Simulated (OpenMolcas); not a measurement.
**Ne IV: effect of the level shift or regulariser**

| Property | Result |
| --- | --- |
| Program | OpenMolcas 26.06 |
| Basis | ANO-RCC-VTZP [4s3p2d1f] |
| Scalar Hamiltonian | DKH2, point nucleus |
| Active space | 5 electrons in 4 orbitals (2s 2p) |
| State averaging | 2S+1 = 4 odd, 1 root; 2S+1 = 2 odd, 8 roots; 2S+1 = 4 even, 3 roots; 2S+1 = 2 even, 6 roots |
| Spin-orbit coupling | state interaction with AMFI integrals over the reference wave functions, term energies averaged over their components |

Methods on the same reference wave functions:
A. CASSCF
B. SS-CASPT2, IPEA 0.25 Eh, imaginary shift 0.1 Eh (closed shells correlated: 1s)
C. SS-CASPT2, IPEA 0.25 Eh, real shift 0.2 Eh (closed shells correlated: 1s)

Energies in cm⁻¹ above 2s² 2p³ ⁴S°_3/2, the measured ground level; measured values from Moore, Atomic Energy Levels, vol. I, NSRDS-NBS 35 (1971 reprint of NBS Circular 467, 1949).

```tsv
Level	A	B	C	Measured
2s² 2p³ ⁴S°_3/2	0.0	0.0	0.0	0.0
2s² 2p³ ²D°_3/2	44947	42200	42200	
2s² 2p³ ²D°_5/2	44978	42230	42230	
2s² 2p³ ²P°_1/2	62487	63270	63270	
2s² 2p³ ²P°_3/2	62499	63280	63280	
2s 2p⁴ ⁴P_5/2	184489	184300	184310	183860
2s 2p⁴ ⁴P_3/2	185049	184860	184870	184477
2s 2p⁴ ⁴P_1/2	185379	185190	185200	184799
2s 2p⁴ ²D_3/2	266201	256190	256210	
2s 2p⁴ ²D_5/2	266203	256190	256220
```

Deviations, from unrounded energies. A percentage is the sum of absolute deviations over the sum of measured energies, with the sign that they share, or ± where signs differ.

```tsv
Against measurement	Levels	A	B	C
mean absolute deviation (cm-1)	3	590	410	410
other configurations (%)	3	+0.3	+0.2	+0.2
```

B, C lie about equally close to measurement and A furthest from it. The largest miss of B in the table is 2s 2p⁴ ⁴P_5/2, by +440 cm-1. The ranking rests on the paired levels alone, and a cruder setting can come out closer through cancelling errors.

Between B and C the level of the table that moves most is 2s 2p⁴ ²D_3/2, by 23 cm-1 (lowest in B, highest in C). Moves below CASPT2's spread within the term are not significant.

The two smallest mean deviations differ by little beside CASPT2's spread within terms, so their order carries little weight.

From A to B the spin-free energies of the other terms of 2s² 2p³ shown, above ⁴S°, scale by factors of 0.94 to 1.01.

The lowest spin-free term lies below A's lowest term by 0.122 hartree in B, 0.122 hartree in C.

CASPT2 breaks the degeneracy within a term, and the mean is taken; among the terms shown or strongly mixed into the levels shown the widest spread is 140 cm-1 (2s 2p⁴ ²D, B). Measured partners are found by configuration, term and J. A level has none where our copy of the source lacks it or the pairing is in doubt (some pairs that miss far off the trend of their configuration count as doubtful), and it then counts in no deviation. Only configurations of the active space appear. Levels that lie high or do not pair safely by name in every column are left out.

° marks odd parity.
